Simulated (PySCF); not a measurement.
Molecule: C$_{3}$HF$_{4}$ (charge 0, doublet). It need not be the lowest isomer of its formula. 
Geometry from a B3LYP-D3(BJ)/def2-TZVP (Ansatz) optimisation:
SMILES: F/[C]=C/C(F)(F)F
```xyz
8

F      2.2558    -0.4195    -0.5784
C      1.7543     0.4874     0.2018
C      0.5216     0.7655     0.5570
C     -0.7004     0.0277     0.0975
F     -1.3724    -0.4894     1.1475
F     -0.4186    -0.9807    -0.7404
F     -1.5534     0.8594    -0.5367
H      0.3454     1.5885     1.2350
```
Charge 0, spin multiplicity 2.

Dispersion corrections to the total energy (kcal/mol) from the dftd3 and dftd4 libraries through PySCF: D3(BJ) without and D4 with the three-body term, each with the damping fitted for the functional named.

| functional | D3(BJ) | D4 |
|---|---|---|
| CAM-B3LYP | -2.29 | -2.85 |
| HF | -26.33 | -13.52 |
| PBE0 | -2.65 | -2.87 |
| B2PLYP | -2.41 | -2.41 |
| r2SCAN | -0.84 | [?] |
| B2GP-PLYP | -1.76 | [?] |
| HSE06 | [?] | -2.64 |

### Question
What belongs in the gaps?

### Answer

- r2SCAN, D4: -0.86
- B2GP-PLYP, D4: -1.42
- HSE06, D3(BJ): -1.91
